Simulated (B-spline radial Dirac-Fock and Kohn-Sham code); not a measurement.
**Magnetic form factor of the 3d shell of In²³⁺**

System: the In²³⁺ ion, configuration [Ar] 3d8.

These are calculated numbers from a B-spline atomic structure program; the model is configuration-average Dirac-Fock orbitals. ⟨j_K⟩ is the integral of the 3d radial density with the spherical Bessel function j_K(4πsr), s = sin θ/λ.

| s (Å⁻¹) | ⟨j0⟩ | ⟨j2⟩ | ⟨j4⟩ |
| --- | --- | --- | --- |
| 0 | 1.0000 | 0.0000 | 0.0000 |
| 0.04 | 0.9987 | 0.0005 | 0.0000 |
| 0.05 | 0.9980 | 0.0008 | 0.0000 |
| 0.06 | 0.9971 | 0.0012 | 0.0000 |
| 0.08 | 0.9949 | 0.0021 | 0.0000 |
| 0.1 | 0.9920 | 0.0032 | 0.0000 |
| 0.12 | 0.9885 | 0.0046 | 0.0000 |
| 0.15 | 0.9820 | 0.0072 | 0.0000 |
| 0.19 | 0.9713 | 0.0114 | 0.0001 |
| 0.24 | 0.9547 | 0.0179 | 0.0001 |
| 0.3 | 0.9301 | 0.0275 | 0.0003 |
| 0.37 | 0.8958 | 0.0407 | 0.0008 |
| 0.46 | 0.8437 | 0.0601 | 0.0017 |
| 0.58 | 0.7637 | 0.0889 | 0.0040 |
| 0.73 | 0.6532 | 0.1258 | 0.0090 |
| 0.91 | 0.5168 | 0.1658 | 0.0186 |
| 1.14 | 0.3552 | 0.2023 | 0.0356 |
| 1.42 | 0.1979 | 0.2193 | 0.0602 |

Radial moments of the shell: ⟨r²⟩ = 0.1094, ⟨r⁴⟩ = 0.02099, ⟨r⁶⟩ = 0.006280 in powers of bohr.
